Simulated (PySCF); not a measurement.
Species: `C(=O)[SiH2]S`. The columns A, B, C and D hold Mulliken, IAO, Hirshfeld and ESP-fitted charges (e) of one PBE0/pcSseg-1 density (PySCF), in a shuffled order. Coordinates in Å (PBE0-D3(BJ)/def2-SVP); the density's dipole moment is (1.94, 1.64, -0.39) D.

```
atom       x       y       z       A       B       C       D
  O1   0.630  -1.863   0.020  -0.331  -0.345  -0.324  -0.180
  C2   0.936  -0.702  -0.105  -0.030  +0.022  +0.133  +0.061
 Si3  -0.397   0.709  -0.021  +0.555  +0.615  +0.420  +0.304
  S4  -2.205  -0.359   0.308  -0.389  -0.319  -0.340  -0.144
  H5   2.012  -0.429  -0.273  +0.119  +0.113  +0.086  +0.048
  H6  -0.353   1.471  -1.305  -0.058  -0.108  -0.084  -0.069
  H7  -0.020   1.642   1.082  -0.058  -0.108  -0.086  -0.069
  H8  -1.471  -1.508   0.287  +0.193  +0.130  +0.196  +0.049
```

**Question.** Which column most likely holds the ESP-fitted charges?

**Answer.** C. Σ q r misses the density's dipole by 0.08 D (C), 1.12 D (D), 1.28 D (B), 1.48 D (A). Charges fitted to the outside potential are the only set here that is tied to the molecule's multipoles.

**Question.** And the Hirshfeld charges?

**Answer.** D. The mean sizes are 0.116 e (D), 0.209 e (C), 0.217 e (A), 0.220 e (B), and Hirshfeld charges are commonly the smallest of these schemes.

As computed, A = Mulliken, B = IAO, C = ESP-fitted, D = Hirshfeld.

The ESP scheme is a least-squares fit of atom-centred charges to the potential on four shells outside the van der Waals surface, with the total charge fixed. The IAO scheme counts the electrons in orthogonalised intrinsic atomic orbitals, a minimal basis polarised so that it spans the occupied orbitals exactly.

Geometry: PBE0-D3(BJ)/def2-SVP, one conformer, isolated molecule.

The values belong to the conformer `[O:1]=[CH:2][SiH2:3][SH:4]`: O1–C2–Si3–S4 0°, H–S4–Si3–C2 0°.
